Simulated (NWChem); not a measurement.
System meant: SiHOBrF2; SMILES [Si](F)(Br)(F)O

The following NWChem deck was run.

```
start job
memory heap 200 mb stack 900 mb global 1100 mb
geometry units angstroms noautosym nocenter noautoz
  O      1.613411    -1.206087    -0.010585
  Si     0.045064    -0.778997    -0.000446
  F     -0.712593    -1.378273     1.280308
  F     -0.729296    -1.377214    -1.271643
  Br    -0.092143     1.388908     0.000801
  H      1.836202    -2.142841    -0.007134
end
basis spherical
  * library 6-31g*
end
dft
  xc m06-2x
  iterations 150
end
property
  shielding 5 1 2 3 5 6
end
task dft property
```

End of the output:

```
 Vector   41  Occ=0.000000D+00  E= 1.115812D-01
              MO Center=  2.0D-01, -4.8D-01,  2.4D-03, r^2= 4.2D+00
   Bfn.  Coefficient  Atom+Function         Bfn.  Coefficient  Atom+Function
  ----- ------------  ---------------      ----- ------------  ---------------
    27      1.062494  2 Si pz                38     -0.401902  3 F  s
    52      0.391857  4 F  s                 23      0.388137  2 Si pz
     9     -0.260900  1 O  pz                77     -0.258247  5 Br pz
    73     -0.238659  5 Br pz                 5     -0.212148  1 O  pz
    19     -0.138440  2 Si pz                89     -0.134643  5 Br d -1

 center of mass
 --------------
 x =  -0.06774587 y =   0.17867923 z =   0.00046010

 moments of inertia (a.u.)
 ------------------
        1184.058759312537          28.591961593506           0.018491739490
          28.591961593506         454.160407334537          -0.221425706812
           0.018491739490          -0.221425706812        1196.366337352400

     Multipole analysis of the density
     ---------------------------------

     L   x y z        total         alpha         beta         nuclear
     -   - - -        -----         -----         ----         -------
     0   0 0 0     -0.000000    -38.000000    -38.000000     76.000000

     1   1 0 0      0.451818      1.007897      1.007897     -1.563975
     1   0 1 0     -0.620396     -1.363628     -1.363628      2.106859
     1   0 0 1      0.000688     -0.007179     -0.007179      0.015046

     2   2 0 0    -34.327080    -77.655483    -77.655483    120.983886
     2   1 1 0     -3.900072      9.823412      9.823412    -23.546896
     2   1 0 1      0.003233      0.031965      0.031965     -0.060697
     2   0 2 0    -29.729358   -240.572240   -240.572240    451.415122
     2   0 1 1      0.008789     -0.069912     -0.069912      0.148613
     2   0 0 2    -35.903188    -70.280815    -70.280815    104.658442

          -----------------------------------------
          Chemical Shielding Tensors (GIAO, in ppm)
          -----------------------------------------

 ------------------------------------------------------------------------
  xm06: d2 not coded                    0
 ------------------------------------------------------------------------
 ------------------------------------------------------------------------
  current input line :
    21: task dft property
 ------------------------------------------------------------------------
 ------------------------------------------------------------------------
 This error has not yet been assigned to a category
 ------------------------------------------------------------------------
 For more information see the NWChem manual at https://nwchemgit.github.io

0: xm06: d2 not coded:Received an Error in Communication
```

Question: Can this run be used? If not, why, and what is the fix?

Answer: The run crashed. Cause: this functional's second derivatives, which shieldings need, aren't coded here; the fix takes a hybrid GGA instead. This input runs:
```
start job
memory heap 200 mb stack 900 mb global 1100 mb
geometry units angstroms noautosym nocenter noautoz
  O      1.613411    -1.206087    -0.010585
  Si     0.045064    -0.778997    -0.000446
  F     -0.712593    -1.378273     1.280308
  F     -0.729296    -1.377214    -1.271643
  Br    -0.092143     1.388908     0.000801
  H      1.836202    -2.142841    -0.007134
end
basis spherical
  * library 6-31g*
end
dft
  xc pbe0
  iterations 150
end
property
  shielding 5 1 2 3 5 6
end
task dft property
```
It converges to -3138.35893 Ha (PBE0/6-31G* (spherical d), GIAO).
